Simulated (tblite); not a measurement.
C₇H₁₇B.
Numbering: `[BH2:1][C@H:2]([CH2:3][CH2:4][CH3:5])[CH:6]([CH3:7])[CH3:8]` (hydrogens: H9, H10 on B1; H11 on C2; H12, H13 on C3; H14, H15 on C4; H16, H17, H18 on C5; H19 on C6; H20, H21, H22 on C7; H23, H24, H25 on C8)

Computed with GFN2-xTB (tblite), gas phase: L-BFGS steps from a force-field or distance-geometry start until the largest atomic force falls under 0.01 eV/Å.

The end geometry, which sets the zero of energy:
```
atom  x, y, z in Å
B1     -0.6191    0.6238    1.7305
C2     -0.3009   -0.3171    0.4999
C3      1.0093    0.0257   -0.2273
C4      2.2336   -0.2459    0.6438
C5      3.5263    0.1608   -0.0539
C6     -1.4843   -0.3627   -0.5029
C7     -1.9179    1.0451   -0.9064
C8     -2.6779   -1.1331    0.0571
H9     -0.0142    1.6078    1.9148
H10    -1.4725    0.3424    2.4793
H11    -0.1920   -1.3466    0.8687
H12     1.0926   -0.5670   -1.1434
H13     1.0098    1.0784   -0.5143
H14     2.2748   -1.3096    0.8922
H15     2.1361    0.3057    1.5812
H16     3.6550   -0.3974   -0.9794
H17     3.5098    1.2213   -0.2960
H18     4.3855   -0.0307    0.5850
H19    -1.1412   -0.8885   -1.4031
H20    -2.2513    1.5981   -0.0299
H21    -1.0967    1.5903   -1.3642
H22    -2.7372    1.0003   -1.6222
H23    -3.4547   -1.2198   -0.7005
H24    -2.3853   -2.1356    0.3609
H25    -3.0985   -0.6216    0.9182
```

Task: These geometries come from the run, each turned onto the end geometry. Order them by energy, lowest first.
A.
```
atom  x, y, z in Å
B1     -0.5840    0.5145    1.7645
C2     -0.2943   -0.3664    0.4879
C3      0.9637    0.1124   -0.2475
C4      2.1927   -0.2254    0.5889
C5      3.5244    0.2316    0.0028
C6     -1.4924   -0.4230   -0.4808
C7     -1.8223    0.9720   -1.0039
C8     -2.7460   -1.0656    0.1173
H9     -0.1081    1.5832    1.8380
H10    -1.2710    0.1498    2.6419
H11    -0.1171   -1.4060    0.7890
H12     1.0444   -0.3921   -1.2102
H13     0.9024    1.1827   -0.4387
H14     2.2156   -1.3109    0.7126
H15     2.0971    0.2081    1.5870
H16     3.5907    0.0168   -1.0621
H17     3.6740    1.3005    0.1433
H18     4.3395   -0.2852    0.5101
H19    -1.1903   -1.0423   -1.3287
H20    -1.8101    1.6922   -0.1891
H21    -1.0941    1.2991   -1.7413
H22    -2.8044    0.9820   -1.4733
H23    -3.4109   -1.3987   -0.6828
H24    -2.5137   -1.9405    0.7206
H25    -3.2968   -0.3646    0.7428
```
B.
```
atom  x, y, z in Å
B1     -0.6181    0.5401    1.7715
C2     -0.2979   -0.3424    0.4979
C3      0.9974    0.0625   -0.2266
C4      2.2306   -0.2790    0.6079
C5      3.5153    0.2283   -0.0365
C6     -1.4908   -0.3982   -0.4935
C7     -1.8523    0.9916   -1.0119
C8     -2.7228   -1.0496    0.1329
H9     -0.0756    1.5603    1.9560
H10    -1.4012    0.1739    2.5602
H11    -0.1592   -1.3809    0.8302
H12     1.0668   -0.4558   -1.1878
H13     0.9940    1.1351   -0.4275
H14     2.2916   -1.3633    0.7316
H15     2.1212    0.1592    1.6030
H16     3.6336   -0.1886   -1.0348
H17     3.4956    1.3126   -0.1215
H18     4.3826   -0.0524    0.5574
H19    -1.1837   -1.0133   -1.3495
H20    -2.1599    1.6324   -0.1873
H21    -1.0063    1.4562   -1.5107
H22    -2.6703    0.9263   -1.7272
H23    -3.4834   -1.2118   -0.6287
H24    -2.4730   -2.0093    0.5795
H25    -3.1450   -0.4098    0.9034
```
C.
```
atom  x, y, z in Å
B1     -0.6091    0.4265    1.7214
C2     -0.2617   -0.3676    0.4028
C3      1.0359    0.0443   -0.2848
C4      2.1854   -0.2109    0.6758
C5      3.5133    0.2013    0.0502
C6     -1.4782   -0.3316   -0.5597
C7     -1.9350    1.0658   -1.0058
C8     -2.6351   -1.0175    0.1574
H9     -0.2712    1.5240    1.8550
H10    -1.2688   -0.0695    2.5360
H11    -0.1425   -1.4317    0.6234
H12     1.1874   -0.5942   -1.1561
H13     1.0291    1.0855   -0.6128
H14     2.1935   -1.2749    0.9003
H15     2.0344    0.3209    1.6143
H16     3.4485    0.2222   -1.0342
H17     3.7928    1.1890    0.3908
H18     4.2683   -0.5163    0.3252
H19    -1.2077   -0.9124   -1.4576
H20    -1.6757    1.8187   -0.2736
H21    -1.4974    1.2996   -1.9640
H22    -3.0110    1.0632   -1.1030
H23    -3.1104   -1.6844   -0.5406
H24    -2.2607   -1.5537    1.0138
H25    -3.3351   -0.2721    0.5137
```
D.
```
atom  x, y, z in Å
B1     -0.6140    0.5391    1.7794
C2     -0.3014   -0.3365    0.5033
C3      0.9858    0.0925   -0.2166
C4      2.2152   -0.2889    0.6022
C5      3.4966    0.2360   -0.0264
C6     -1.4813   -0.4162   -0.4961
C7     -1.8269    0.9643   -1.0460
C8     -2.7239   -1.0405    0.1325
H9     -0.1152    1.5836    1.9299
H10    -1.3359    0.1451    2.6079
H11    -0.1494   -1.3691    0.8449
H12     1.0448   -0.3805   -1.2018
H13     0.9841    1.1741   -0.3648
H14     2.2782   -1.3761    0.6963
H15     2.0991    0.1120    1.6116
H16     3.5708   -0.0948   -1.0590
H17     3.5126    1.3209   -0.0181
H18     4.3652   -0.1180    0.5202
H19    -1.1720   -1.0556   -1.3313
H20    -1.9916    1.6426   -0.2131
H21    -1.0194    1.3597   -1.6554
H22    -2.7266    0.9133   -1.6574
H23    -3.4730   -1.2217   -0.6358
H24    -2.4914   -1.9918    0.6039
H25    -3.1415   -0.3693    0.8776
```
E.
```
atom  x, y, z in Å
B1     -0.6044    0.5684    1.7615
C2     -0.3045   -0.3361    0.4989
C3      0.9981    0.0383   -0.2264
C4      2.2281   -0.2686    0.6246
C5      3.5129    0.2042   -0.0448
C6     -1.4894   -0.3794   -0.5011
C7     -1.8785    1.0204   -0.9713
C8     -2.7046   -1.0836    0.0981
H9     -0.0155    1.5636    1.9413
H10    -1.4134    0.2481    2.5441
H11    -0.1867   -1.3729    0.8444
H12     1.0747   -0.5135   -1.1681
H13     0.9937    1.1034   -0.4627
H14     2.2844   -1.3451    0.8056
H15     2.1229    0.2235    1.5937
H16     3.6447   -0.2828   -1.0087
H17     3.4796    1.2794   -0.2063
H18     4.3786   -0.0204    0.5740
H19    -1.1642   -0.9541   -1.3780
H20    -2.2177    1.6183   -0.1278
H21    -1.0385    1.5283   -1.4381
H22    -2.6852    0.9608   -1.6996
H23    -3.4645   -1.2345   -0.6663
H24    -2.4282   -2.0547    0.5025
H25    -3.1331   -0.4871    0.8987
```

Result: E (0.004 eV), B (0.007 eV), D (0.023 eV), A (0.103 eV), C (0.417 eV).

In the order of the answer:

```tsv
step	E above end (eV)	largest force (eV/Å)	rms force component (eV/Å)	rms distance from end (Å)	rms bond change (Å)	bond most changed (Å)
93	0.004	0.03	0.011	0.085	0.000	C2–C6 -0.001
74	0.007	0.03	0.010	0.144	0.000	C2–C3 +0.001
38	0.023	0.15	0.037	0.198	0.002	C4–C5 -0.004
25	0.103	0.23	0.079	0.259	0.003	C2–C6 -0.010
3	0.417	0.55	0.166	0.433	0.007	B1–H9 -0.014
```

What follows is the cost of the whole relaxation. Hardware: one thread of an Intel Xeon at 2.50 GHz (shared host). Cost: 2.9 s.
